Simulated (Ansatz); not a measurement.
Name a neutral molecule of C, F, Ge, S and H with size of the dipole moment (PBE/def2-TZVPP) between 0.45 and 0.75 D and HOMO energy (PBE/def2-TZVPP) between -6.50 and -6.20 eV (Ansatz, PBE0-D4/def2-TZVP geometry).

`C[S][Ge][F]` (0.61 D, -6.26 eV). Other molecules can fit too; these were computed, each in one conformer that needn't be the lowest.
